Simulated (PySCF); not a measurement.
SbH2Br, SMILES [Br][SbH2]. Atoms are numbered in the order given.

```xyz
4

Sb     0.9965     0.0478     0.0000
H      1.1471    -1.1495     1.2138
H      1.1471    -1.1495    -1.2138
Br    -1.5176    -0.0039     0.0000
```

Geometry optimised at PBE0-D3(BJ)/def2-TZVP. The def2 effective core potentials stand for the cores of Sb; spin–orbit coupling is left out.

Method: PBE0-D3(BJ)/def2-TZVP run with PySCF 2.14.0.

Frequencies are harmonic and unscaled.

Computed vibrational spectrum:
```csv
mode,ν (cm⁻¹),IR (km/mol),moving atoms (share of kinetic energy)
1,252,20.4,"Br 61 %, Sb 39 %"
2,594,0.2,H 99 %
3,613,34.6,H 98 %
4,840,28.2,H 99 %
5,1956,136.2,H 99 %
6,1962,146.9,H 99 %
```
